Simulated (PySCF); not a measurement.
Compound: 1,4-dimethylimidazole, C₅H₈N₂.
Geometry (PBE0-D3(BJ)/def2-SVP, Å), atoms numbered from 1 in this order:
```xyz
15
C5H8N2 angstrom
C      2.6267   -0.2892   -0.3077
C      1.2013    0.0404   -0.0303
C      0.0706   -0.6576   -0.3968
N     -0.9937    0.0592    0.0970
C     -2.3873   -0.2674   -0.0417
C     -0.4652    1.1415    0.7286
N      0.8425    1.1608    0.6719
H      2.7182   -1.2204   -0.8840
H      3.1112    0.5199   -0.8767
H      3.1914   -0.4050    0.6307
H     -0.0651   -1.5838   -0.9510
H     -2.6870   -0.2885   -1.1008
H     -2.6113   -1.2472    0.4073
H     -2.9884    0.4938    0.4728
H     -1.0992    1.8853    1.2147
```

Method: core-valence-separated Tamm–Dancoff BHandHLYP/aug-pcX-1 (pcseg-1 on H) in PySCF, non-relativistic, gas phase, PBE0-D3(BJ)/def2-SVP geometry. Absolute energies from this functional tend to lie a few eV below measured edges; no shift was applied.

(1) List the nitrogen K-edge absorption lines.

(2) What does the C 1s absorption edge look like?

Answers

(1) 
```json
{"E (eV)": "397.39", "f": "0.0570", "core hole on": "N7", "main final orbital": "spread", "polarisation": "–"}
{"E (eV)": "400.04", "f": "0.0403", "core hole on": "N4", "main final orbital": "LUMO+2 (46 %)", "polarisation": "normal to the local trigonal plane"}
{"E (eV)": "400.26", "f": "0.0028", "core hole on": "N7", "main final orbital": "LUMO+2 (46 %)", "polarisation": "–"}
{"E (eV)": "400.53", "f": "0.0011", "core hole on": "N7", "main final orbital": "LUMO (36 %)", "polarisation": "–"}
{"E (eV)": "400.83", "f": "0.0008", "core hole on": "N7", "main final orbital": "LUMO (38 %)", "polarisation": "–"}
{"E (eV)": "401.02", "f": "0.0011", "core hole on": "N7", "main final orbital": "LUMO+1 (38 %)", "polarisation": "–"}
{"E (eV)": "401.56", "f": "0.0012", "core hole on": "N7", "main final orbital": "LUMO+4/LUMO+9 (2 roots, f summed)", "polarisation": "–"}
{"E (eV)": "401.60", "f": "0.0005", "core hole on": "N7", "main final orbital": "LUMO+5 (31 %)", "polarisation": "–"}
{"E (eV)": "401.83", "f": "0.0015", "core hole on": "N7", "main final orbital": "LUMO+7 (54 %)", "polarisation": "–"}
{"E (eV)": "402.24", "f": "0.0007", "core hole on": "N7", "main final orbital": "LUMO+6 (53 %)", "polarisation": "–"}
```

The first line with a tenth or more of the strongest one's intensity is at 397.39 eV (f = 0.057), with the hole on N7 (pyridine-type nitrogen). It is also the strongest listed.

(2) 
```
E (eV)       f  core hole on  main final orbital                        polarisation
284.26  0.0602            C2      LUMO+13 (31 %)  normal to the local trigonal plane
284.41  0.0558            C3              spread  normal to the local trigonal plane
284.52  0.0691            C6       LUMO+9 (48 %)  normal to the local trigonal plane
285.43  0.0076            C1       LUMO+1 (70 %)                                   –
286.00  0.0169            C1       LUMO+6 (45 %)                                   –
286.20  0.0216            C1       LUMO+5 (33 %)                                   –
286.21  0.0252            C3       LUMO+1 (33 %)         in the local trigonal plane
286.59  0.0118            C5         LUMO (82 %)                                   –
286.67  0.0006            C2       LUMO+2 (49 %)                                   –
286.69  0.0115            C1       LUMO+2 (53 %)                                   –
286.75  0.0015            C1         LUMO (76 %)                                   –
286.94  0.0001            C2       LUMO+1 (64 %)                                   –
287.09  0.0279            C5       LUMO+2 (69 %)                                   –
287.12  0.0010            C1       LUMO+4 (33 %)                                   –
287.14  0.0184            C6       LUMO+3 (48 %)         in the local trigonal plane
287.23  0.0013            C3         LUMO (56 %)         in the local trigonal plane
287.25  0.0033            C1       LUMO+8 (48 %)                                   –
287.27  0.0373            C5       LUMO+3 (37 %)                                   –
287.28  0.0022            C2         LUMO (64 %)         in the local trigonal plane
287.37  0.0054            C3       LUMO+2 (51 %)  normal to the local trigonal plane
287.41  0.0025            C1       LUMO+3 (71 %)                                   –
287.57  0.0038            C3       LUMO+3 (37 %)         in the local trigonal plane
```

The first line with a tenth or more of the strongest one's intensity is at 284.26 eV (f = 0.060), with the hole on C2 (substituted aromatic carbon), polarised normal to the local trigonal plane: a 1s→π* resonance. The strongest listed is at 284.52 eV (f = 0.069; C6, 1s→π*).

Roots within 0.03 eV whose holes lie on the same, on equivalent or on shared atoms are summed into one line, and the highest roots are left out, as the search may have cut off their partners. Final orbitals are the ground state's empty Kohn–Sham orbitals. A dash: too weak, shared between unlike atoms, or no plane or axis to refer to.

Question: What is the summed oscillator strength of the listed N K lines, and their intensity-weighted mean energy?

Answer: Σf = 0.107 over 10 lines from 397.39 to 402.24 eV; the weighted mean is 398.72 eV. The strongest line holds 53 % of the sum.

The list ends where the root search ended, not at a threshold.
